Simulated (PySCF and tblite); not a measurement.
The numbers below are computed, except where a source is named.
System: C3H9As, numbered as in [CH3:1][CH2:2][AsH:3][CH3:4].

Geometries: GFN2-xTB; energies: PBE0/pcSseg-1 + D3(BJ); zero-point and thermal terms from GFN2-xTB harmonic modes (soft modes blended into free rotors). Rate constants are transition-state-theory values, counting equivalent paths, without tunnelling. Run with tblite and PySCF.

The barrier is low, and the GFN2-xTB saddle may lie off the DFT one, so take it as rough. Spin–orbit effects of heavy atoms on shieldings are missing.

(1) What barrier does the rotation about the C2–As3 bond (torsion C1–C2–As3–C4 from 167° to 282°, rising) meet, and how fast is it at 298 K?

Results:

(1) The electronic barrier is 1.7 kcal/mol and ΔG‡(298 K) 2.3 kcal/mol, over a C1 saddle with an imaginary mode of 76i cm⁻¹ (GFN2-xTB). With 1 equivalent path, k is 1.4×10¹¹ s⁻¹, a mean lifetime of the start of 7.4 ps against this motion. The end lies 0.1 kcal/mol above the start in free energy.
